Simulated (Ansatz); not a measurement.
GeH3 (SMILES [GeH3]): the energy, rung by rung

The species is GeH3 (4 atoms), meant as a doublet with charge 0. As SMILES, `[GeH3]`. The coordinates come from a PBE0-D4/def2-TZVP relaxation.

```xyz
4

Ge    0.2146   -0.1259   -0.2494
H     1.0550    0.1096    1.0183
H    -0.8828   -1.1759   -0.0001
H    -0.3868    1.1922   -0.7688
```

Quantity: the energy change with the Ge1–H4 bond stretched from 1.539 to 1.924 Å, in eV. The values are calculated.

```csv
level,kind,program,value (eV),less FCI/STO-3G
UHF/STO-3G,Hartree–Fock,Ansatz,1.63,+0.38
USVWN5/STO-3G,LDA,Ansatz,1.42,+0.17
U-revPBE/STO-3G,GGA,Ansatz,1.32,+0.07
UBLYP/STO-3G,GGA,Ansatz,1.33,+0.08
U-r2SCAN/STO-3G,meta-GGA,Ansatz,1.45,+0.20
U-r2SCAN0/STO-3G,hybrid meta-GGA,Ansatz,1.51,+0.26
UCAM-B3LYP/STO-3G,range-separated hybrid,Ansatz,1.52,+0.27
RPA@PBE/STO-3G,RPA,Ansatz,1.16,-0.09
UCCSDTQ/STO-3G,coupled cluster or CI,Ansatz,1.25,0.00
FCI/STO-3G,exact in the basis,Ansatz,1.25,0.00
```

FCI/STO-3G is exact within its basis and frozen core, so for wave-function methods in that basis the difference is their error; functionals converge differently with the basis, so for them it is only a difference. All-electron rows without a relativistic Hamiltonian named are non-relativistic. The first shape isn't each level's own minimum. The values span 1.16 to 1.63 eV. All rows use very small basis sets, so even the best lies far from the true value. In the correlated wave-function rows the outer d shell of Ge is correlated, in sets not made for it.
